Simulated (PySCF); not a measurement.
Ga(Me)(OH)2 (CH5GaO2), SMILES [CH3][Ga]([OH])[OH].

The structure is a stationary point at PBE-D3(BJ)/def2-SVP. One conformer was computed; it need not be the lowest.

Level of theory: PBE-D3(BJ)/def2-SVP in PySCF.

Frequencies are harmonic and unscaled.

A small imaginary wavenumber (i) marks a very flat motion, where grid noise or a shallow saddle decides the sign.

```
mode  ν (cm⁻¹)  IR (km/mol)  Raman (Å⁴/amu)  depolarisation  moving atoms (share of kinetic energy)
----  --------  -----------  --------------  --------------  --------------------------------------
1          26i          0.0             0.1            0.75                                  H 96 %
2          146          3.1             1.8            0.69         C 31 %, O 29 %, H 25 %, Ga 16 %
3          163          9.1             0.0               –         Ga 39 %, O 35 %, H 15 %, C 12 %
4          187         20.6             1.7            0.72                 O 70 %, H 14 %, Ga 14 %
5          311        114.2             0.7            0.75                                  H 92 %
6          392         83.3             0.7            0.75                          H 90 %, O 10 %
7          551          1.9            23.4            0.12                  C 61 %, H 17 %, O 16 %
8          668         67.7             6.2            0.17                         O 71 %, Ga 21 %
9          685         73.5             5.4            0.44                         O 75 %, Ga 20 %
10         703         19.7             0.1            0.74                          H 81 %, C 17 %
11         710         56.2             1.0            0.37                          H 83 %, C 14 %
12         793         63.7             1.6            0.66                                  H 87 %
13         825        109.9             3.2            0.71                           H 89 %, O 8 %
14        1169          4.6             2.7            0.03                          H 81 %, C 19 %
15        1378          1.6            10.5            0.75                                  H 96 %
16        1384          3.2             8.4            0.75                                  H 95 %
17        2988          2.0           136.4            0.00                                  H 97 %
18        3092          1.7            79.6            0.75                           H 91 %, C 9 %
19        3106          1.1            85.2            0.74                          H 90 %, C 10 %
20        3730         46.4           136.9            0.25                                  H 94 %
21        3742         38.4           116.2            0.26                                  H 94 %
```
